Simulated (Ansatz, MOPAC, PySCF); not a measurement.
Dimer: H2S (SMILES S) (first 3 atoms) with CH3I (SMILES CI); geometry from B3LYP-D3(BJ)/def2-TZVP, rigid monomers moved along the line of their centres of mass till H3···I5 is 3.49 Å.
(charge 0, multiplicity 1):
```xyz
8

S     -0.144    -0.466    -0.681
H     -0.549    -1.740    -0.806
H     -0.899    -0.276     0.416
C      1.075    -1.233     3.392
I     -0.995    -0.845     3.862
H      1.298    -2.239     3.730
H      1.176    -1.136     2.316
H      1.667    -0.495     3.921
```

Counterpoise-corrected where a basis set is named; no monomer relaxation. Rows marked so take none.

Cores are frozen in the correlated methods. Filled d and f shells under p-block atoms count as core. CBS: X⁻³ extrapolation of the correlation energy, Hartree–Fock from the larger set. Rows in 3-21G, LANL2DZ, STO-3G carry no dispersion term and start afresh at each structure; the Pople sets are all-electron and without relativity. LANL2DZ brings its own core potentials from Na on. The state that AM1, PM3, PM6, PM7 reach isn't checked; PM7 holds dispersion and hydrogen-bond terms.

Run with Ansatz (Gaussian basis) for Hartree–Fock, density functionals and correlated methods; MOPAC for AM1, PM3, PM6, PM7 (differences of heats of formation); PySCF for 3-21G rows, LANL2DZ rows, STO-3G rows, the dispersion terms. Values without a source in brackets are computed. In def2 rows elements past Kr take small-core potentials, without spin–orbit coupling.

Other levels give for the interaction energy: PBE/def2-TZVPPD -1.59; B3LYP/def2-TZVPPD -0.83; B3LYP-D3(BJ)/def2-TZVPPD -2.35; wB97M-V/def2-TZVPPD -1.98; CCSD(T)/CBS(def2-SVPD, def2-TZVPPD) -1.91 kcal/mol.

Question: What do these common cheap choices give for the same quantity: AM1, PM3, PM6, PM7, HF/STO-3G (no counterpoise), HF/3-21G (no counterpoise), B3LYP/3-21G (no counterpoise), B3LYP/LANL2DZ (no counterpoise)?

Answer: AM1 -0.48; PM3 -0.09; PM6 -1.62; PM7 -1.30; HF/STO-3G (no counterpoise) -0.39; HF/3-21G (no counterpoise) -1.26; B3LYP/3-21G (no counterpoise) -1.84; B3LYP/LANL2DZ (no counterpoise) -1.19 kcal/mol. They span -1.84 to -0.09 kcal/mol.

Ansatz is a first-principles code.
